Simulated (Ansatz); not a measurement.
```yaml
crystal:
  periodic: [false, false, false]
  atoms:
    - {symbol: Si, position_ang: [-1.232624, 0.661499, 1.737748]}
    - {symbol: O, position_ang: [-0.384547, 0.140005, 0.438451]}
    - {symbol: Si, position_ang: [1.137565, -0.885312, -1.871020]}
    - {symbol: B, position_ang: [1.087565, -0.885312, -1.921020]}
    - {symbol: S, position_ang: [-0.334609, -1.834272, -2.336942]}
    - {symbol: H, position_ang: [-1.404678, 2.137156, 1.685801]}
    - {symbol: H, position_ang: [-2.562003, 0.003921, 1.705685]}
    - {symbol: H, position_ang: [-0.527233, 0.300375, 2.995543]}
    - {symbol: H, position_ang: [2.154285, -0.112258, 0.664026]}
    - {symbol: H, position_ang: [1.315906, 1.714180, -0.653223]}
    - {symbol: H, position_ang: [2.012758, -1.001006, -2.666962]}
    - {symbol: H, position_ang: [-1.133418, -1.462717, -1.316284]}
basis:
  gaussian: {orbitals: cc-pVDZ, fitting: {mean_field: cc-pVTZ-jkfit}}
total_charge: 1
magnetization: {spin_polarized: true, initial_magnetization: 1}
hamiltonian: {xc: {name: RPBE}, dispersion: d3bjatm}
scf: {lower_state_search: off}
output: {forces: true}
```

```sh
$ ansatz run in.yaml --threads 4 --pin off --events-out ev --progress --plain --max-ram 10444MiB
```

Output, abridged:

```
Functional definition: RPBE
731 factors; integrals over basis functions are off by at most 1.1e-1 eV
mean field evaluation 1: about -19968.5956 eV, gradient 8.7e1 eV
mean field evaluation 2: about -19743.9003 eV, gradient 1.7e2 eV
mean field evaluation 4: about -19996.4647 eV, gradient 3.5e1 eV
mean field evaluation 8: about -19999.6199 eV, gradient 4.7e1 eV
mean field evaluation 16: about -20015.4688 eV, gradient 6.5e-1 eV
mean field -20015.48652964 eV, -735.5555629801 hartree, gradient 2.7e-6 eV, S^2 2.129067; 0 other end points of the search recorded, 0 dependent functions left out
reference -20015.48657803 eV, -735.5555647585 hartree; 32, 31 occupied and 85, 86 virtual orbitals, 731 factors
Total energy: -20017.46484100 eV, -735.6282645817 hartree
Atom 0 at    -1.232624     0.661499     1.737748 Å, force     0.006624     0.294698     1.924366 eV/Å
Atom 1 at    -0.384547     0.140005     0.438451 Å, force     1.344120    -0.845109    -2.739642 eV/Å
Atom 2 at     1.137565    -0.885312    -1.871020 Å, force 126754.400434    40.069235 126765.306361 eV/Å
Atom 3 at     1.087565    -0.885312    -1.921020 Å, force -126746.393491   -29.131708 -126749.725967 eV/Å
Atom 4 at    -0.334609    -1.834272    -2.336942 Å, force   -18.332415   -10.366550    -5.740428 eV/Å
Atom 5 at    -1.404678     2.137156     1.685801 Å, force    -0.193208     0.582398    -0.238338 eV/Å
Atom 6 at    -2.562003     0.003921     1.705685 Å, force    -0.665309    -0.269115    -0.248266 eV/Å
Atom 7 at    -0.527233     0.300375     2.995543 Å, force     0.082439    -0.047707     0.344119 eV/Å
Atom 8 at     2.154285    -0.112258     0.664026 Å, force    -0.119711     0.009374    -0.605695 eV/Å
Atom 9 at     1.315906     1.714180    -0.653223 Å, force     0.018558    -0.675850    -0.027288 eV/Å
Atom 10 at     2.012758    -1.001006    -2.666962 Å, force    10.246186     0.247817    -8.563441 eV/Å
Atom 11 at    -1.133418    -1.462717    -1.316284 Å, force    -0.394226     0.132516     0.314220 eV/Å
Dipole moment:     0.689123     0.091986    -0.367333 e Å
Checks for a lower state left out: stability, starts, cluster_reference, orbital_swaps, neighbouring_geometries, increment
```

In this input one atom was put on top of another. Self-consistency was reached. The result belongs to that input, not to the molecule as meant.
